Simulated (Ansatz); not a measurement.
`BC(F)F` + `FC[SiH3]` → `BC(F)[SiH3]` + `FCF` at 400 K and 1 bar (formal exchange of groups at a B–C bond).

Program: Ansatz. Geometries: PBE0-D4/def2-TZVP. ΔE: electronic, gas phase. CCSD(T)/CBS adds triple-zeta CCSD(T) − MP2 to the extrapolated MP2 energy (def2 sets, frozen cores). This one scheme is used for every species.

```tsv
species	CCSD(T)/CBS energy (Eh)	H − E (kJ/mol)	S (J/(mol·K))
`BC(F)F`	-264.18920	133.1	310.4
`FC[SiH3]`	-429.90570	165.5	311.5
`BC(F)[SiH3]`	-455.28386	199.6	354.9
`FCF`	-238.82660	101.8	260.0
```

H − E and S are ideal-gas, rigid-rotor, harmonic terms from PBE0-D4/def2-TZVP, for one conformer and one mirror image of each species. 1 Eh = 2625.50 kJ/mol, R = 8.31446 J/(mol·K).

Q: By hand: ΔE, ΔH, ΔS and ΔG.

A: ΔE = (-455.28386) + (-238.82660) − (-264.18920) − (-429.90570) = -0.01556 Eh = -40.9 kJ/mol. Δ(H − E) = 199.6 + 101.8 − 133.1 − 165.5 = 2.8, so ΔH = -38.1 kJ/mol. ΔS = 354.9 + 260.0 − 310.4 − 311.5 = -7.0 J/(mol·K). ΔG = -38.1 − 400 × (-7.0)/1000 = -35.3 kJ/mol.

Q: By hand: the equilibrium constant, and the temperature at which ΔG would vanish if ΔH and ΔS stayed fixed.

A: log₁₀ K = −ΔG/(RT ln 10) = 4.6. ΔG = 0 at ΔH/ΔS = 5443 K, far beyond where these terms or the molecules hold.

The number of gas molecules stays the same, so ΔS is small and ΔH decides. A doubt of 5 kJ/mol in ΔE shifts log₁₀ K by 0.7 here. Other conformers and mirror images would add mixing entropy, several J/(mol·K) or more a flexible species. These are equilibria of isolated gas molecules and say nothing of rates. Largest T1 diagnostic: 0.013 (customary marks: 0.02 for closed shells, 0.045 for open ones).
